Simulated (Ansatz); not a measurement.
**Ligand exchange: C2H2ClIn + C2H6Sn → C2H3In + C2H5ClSn**

Species: C2H2ClIn `C#[C][InH][Cl]`, singlet; C2H6Sn `C=[CH][SnH3]`, singlet; C2H3In `C#[C][InH2]`, singlet; C2H5ClSn `C=[CH][SnH2][Cl]`, singlet. The partners trade Cl for H: In–Cl and Sn–H bonds give way to In–H and Sn–Cl.

Shapes, held fixed at every level: PBE0-D4/def2-TZVP. Flexible molecules stand in one conformer, not always the lowest. Programs: Ansatz 0.2.0. The zero-point and thermal change to 298 K, harmonic and unscaled (PBE0-D4/def2-TZVP), is -1.5 kJ/mol.

```tsv
level	kind	ΔH(298 K) (kJ/mol)	less CCSD(T)/def2-TZVPP
HF/def2-TZVPP	Hartree–Fock	+27.6	-2.1
r2SCAN0-D4/def2-TZVPP	global hybrid	+26.7	-3.0
wB97X-V/def2-TZVPP	range-separated hybrid	+25.2	-4.5
B2PLYP/def2-TZVPP	double hybrid	+27.6	-2.1
CCSD(T)/def2-SVP	coupled cluster or CI	+33.4	+3.7
CCSD/def2-SVP	coupled cluster or CI	+33.0	+3.3
CCSD/def2-TZVPP	coupled cluster or CI	+29.5	-0.2
CCSD(T)/def2-TZVPP	coupled cluster or CI	+29.7	0.0
```

The highest level, CCSD(T)/def2-TZVPP, gives ΔH(298 K) = +29.7 kJ/mol; the levels span +25.2 to +33.4. The column of differences is taken from that level and isn't an error. No measured value is set beside it here. For atoms past krypton def2 sets carry core potentials with scalar relativity. Outer-core shells of In, Sn are correlated in most correlated rows, in sets that cover them unevenly.
